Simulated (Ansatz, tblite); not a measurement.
Forces on `CC(C)=C=C=C=C=C=C=C=C=C=C(C)C` at its PBE0-D4/def2-SVP geometry. The state is a singlet with charge 0.

The xTB rows come from tblite.

GFN2-xTB (tblite), largest force 0.63 eV/Å:

```xyz
27
positions Å, forces eV/Å
C     1.301   -4.422   -5.737    0.071   -0.115   -0.348
C     1.026   -4.724   -4.293   -0.099    0.459    0.417
C     0.999   -6.168   -3.887    0.032   -0.362   -0.086
C     0.816   -3.753   -3.411   -0.068    0.313    0.286
C     0.613   -2.821   -2.563    0.034   -0.155   -0.142
C     0.409   -1.877   -1.705   -0.022    0.097    0.087
C     0.205   -0.940   -0.854    0.010   -0.041   -0.037
C     0.001    0.000    0.000   -0.001   -0.001    0.001
C    -0.204    0.939    0.855   -0.008    0.042    0.036
C    -0.407    1.876    1.706    0.021   -0.097   -0.088
C    -0.612    2.820    2.563   -0.033    0.155    0.142
C    -0.815    3.753    3.411    0.067   -0.314   -0.286
C    -1.026    4.724    4.293    0.101   -0.458   -0.417
C    -2.406    5.248    4.562   -0.229    0.233    0.181
C     0.105    5.342    5.061    0.125    0.244    0.253
H     2.278   -4.838   -6.036   -0.312    0.159    0.140
H     1.301   -3.344   -5.940   -0.011   -0.329    0.120
H     0.542   -4.902   -6.379    0.224    0.179    0.245
H     0.229   -6.712   -4.460    0.230    0.219    0.203
H     1.966   -6.648   -4.119   -0.305    0.198    0.099
H     0.794   -6.292   -2.816    0.061    0.097   -0.332
H    -3.166    4.740    3.956    0.281    0.127    0.167
H    -2.662    5.121    5.629    0.102   -0.001   -0.363
H    -2.452    6.330    4.352    0.036   -0.374    0.031
H     1.073    4.898    4.799   -0.332    0.105    0.044
H     0.150    6.428    4.867   -0.019   -0.376    0.020
H    -0.058    5.221    6.146    0.045   -0.003   -0.374
```

r2SCAN-D4/def2-TZVP (Ansatz), largest force 0.42 eV/Å:

```
C 0.043 0.066 -0.242
C -0.049 0.228 0.207
C -0.006 -0.240 0.083
C -0.067 0.304 0.279
C 0.012 -0.054 -0.051
C -0.012 0.052 0.046
C 0.005 -0.015 -0.014
C -0.002 -0.002 0.001
C -0.002 0.017 0.012
C 0.010 -0.051 -0.047
C -0.010 0.054 0.051
C 0.064 -0.305 -0.278
C 0.051 -0.227 -0.207
C -0.239 0.080 0.035
C 0.201 0.094 0.125
H -0.215 0.079 0.066
H -0.002 -0.275 0.065
H 0.169 0.093 0.141
H 0.173 0.119 0.114
H -0.211 0.104 0.039
H 0.051 0.045 -0.274
H 0.204 0.123 0.151
H 0.063 0.035 -0.227
H 0.016 -0.232 0.055
H -0.255 0.106 0.058
H -0.020 -0.233 0.048
H 0.027 0.034 -0.235
```

PBE0-D4/def2-TZVP (Ansatz), largest force 0.46 eV/Å:

```
C 0.027 0.041 -0.156
C -0.072 0.335 0.304
C -0.003 -0.155 0.052
C -0.027 0.123 0.115
C 0.004 -0.016 -0.016
C -0.008 0.031 0.027
C 0.004 -0.010 -0.009
C -0.002 -0.002 0.002
C -0.001 0.012 0.008
C 0.005 -0.030 -0.028
C -0.002 0.016 0.017
C 0.025 -0.124 -0.114
C 0.074 -0.334 -0.305
C -0.153 0.052 0.023
C 0.128 0.061 0.081
H -0.232 0.095 0.081
H -0.003 -0.280 0.070
H 0.177 0.110 0.161
H 0.181 0.139 0.131
H -0.227 0.123 0.051
H 0.052 0.049 -0.279
H 0.211 0.123 0.152
H 0.071 0.026 -0.252
H 0.020 -0.258 0.048
H -0.262 0.106 0.057
H -0.020 -0.259 0.040
H 0.030 0.025 -0.260
```
